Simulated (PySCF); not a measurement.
## C₆ coefficients of unlike pairs at PBE

Calculated with PySCF 2.14 from the dipole response of each species, C₆(A,B) = (3/π) ∫ α_A(iu) α_B(iu) du, in atomic units, from isotropic polarisabilities. For ions this is the dispersion term alone; charge-induced terms of lower order in 1/R come first.

| species | configuration | basis | relativity | α (bohr³) | C₆ (like pair) |
| --- | --- | --- | --- | --- | --- |
| Ne²⁺ | [He] 2s2 2p4 (3P) | aug-cc-pVDZ (4s3p2d) | none | 0.8510 | 1.089 |
| O⁺ | [He] 2s2 2p3 (4S) | dyall-av2z (11s7p2d) | none | 2.621 | 5.171 |
| N⁺ | [He] 2s2 2p2 (3P) | x2c-TZVPPall with one added diffuse shell each of s, p, d type (6s4p3d1f) | spin-free X2C | 3.905 | 8.438 |
| Ar²⁺ | [Ne] 3s2 3p4 (3P) | aug-cc-pV(T+d)Z (6s5p4d2f) | none | 4.833 | 16.99 |

Problem. Estimate C₆ for Ar²⁺ with O⁺.

Solution. The integral gives 9.349. The combination rule 2 C_A C_B / (C_A α_B/α_A + C_B α_A/α_B) gives 9.372 and the geometric mean 9.373.

No spin-orbit coupling is included.

The other pairs:

| pair | C₆ |
| --- | --- |
| N⁺, O⁺ | 6.536 |
| Ar²⁺, N⁺ | 11.91 |
| O⁺, Ne²⁺ | 2.266 |
| N⁺, Ne²⁺ | 2.744 |
| Ar²⁺, Ne²⁺ | 4.015 |
